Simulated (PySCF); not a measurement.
C4H6NSi (doublet state).
Geometry (GFN2-xTB, Å), atoms numbered from 1 in this order:
```xyz
12
C4H6NSi angstrom
C      2.2391   -1.0870    0.0354
C      1.8852    0.0392   -0.4740
Si     0.1278    0.8338   -0.4666
C     -1.0192   -0.3998    0.4512
C     -2.3527    0.1057    0.4988
N     -3.4130    0.5359    0.5204
H      1.7811   -1.8869    0.5730
H      2.6033    0.6691   -0.9843
H      0.1728    2.1061    0.2560
H     -0.3259    1.0068   -1.8475
H     -1.0292   -1.3640   -0.0605
H     -0.6682   -0.5595    1.4722
```

The hyperfine couplings belong to this conformer and change with its torsions.

Identity: `[H]/[C]=C\[SiH2]CC#N` [radical].

Theory: PySCF, UKS B3LYP, pcH-1 on C H N Si, non-relativistic, mean-field spin-orbit, GIAO. Isolated species at its GFN2-xTB geometry (one conformer only). Couplings are sensitive to structure, and on GFN2-xTB geometries they can be far from those on DFT ones. Stability of the SCF solution: not tested.

Q: Match the computed a_iso(1H) values +156.0, +52.7, +5.6, -0.3 MHz (means over equivalent nuclei) with the sites H7; H8; H9/H10; H11/H12.

A: 
```csv
site,a_iso (MHz),ρ(0) (bohr⁻³),position,distance from C1 (Å),bound to,spin population there,largest |T| (MHz)
H7,+52.7,+0.0118,1 bond from C1,1.07,C1,+0.97,37.2
H8,+156.0,+0.0349,"2 bonds from C1, on C2 of spin population -0.16",2.06,C2,-0.16,12.3
H9/H10,+5.6,+0.0012,"3 bonds from C1, on Si3 of spin population +0.11",3.81,Si3,+0.11,3.0
H11/H12,-0.3,-0.0001,4 bonds from C1,3.28,C4,0.00,3.5
```

ρ(0) is the spin density at the nucleus and T the dipolar tensor; a_iso includes a spin–orbit part; entries for several nuclei are means. Largest spin populations (Mulliken): C1 (+0.97), C2 (-0.16), Si3 (+0.11) and H8 (+0.06). C1 is the only atom above +0.15. The positive populations add up to 1.16 and the negative ones to -0.16, together 2S = 1.

The spin density at the nucleus, in bohr⁻³, is negative for C2 (-0.0262) and C4 (-0.0019), for instance. A restricted open-shell determinant has no negative spin density anywhere; here it arises because α and β orbitals differ (spin polarisation).
